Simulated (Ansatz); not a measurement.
Harmonic frequencies (cm⁻¹) at PBE0-D4/def2-TZVP from Ansatz: 68, 90, 174, 280, 415, 656, 733, 800, 1154, 1181, 1210, 1478, 1495, 1496, 2181, 3036, 3106, 3139.

Each molecule was computed in one conformer, which needn't be the lowest.

Q: Which molecule is it?
A. `C[CH2][Mg]`•
B. `[O][Si](O)(O)O`•
C. `C[O][Ga][Br]`•
D. `CO[SiH]Br`•

A: D.
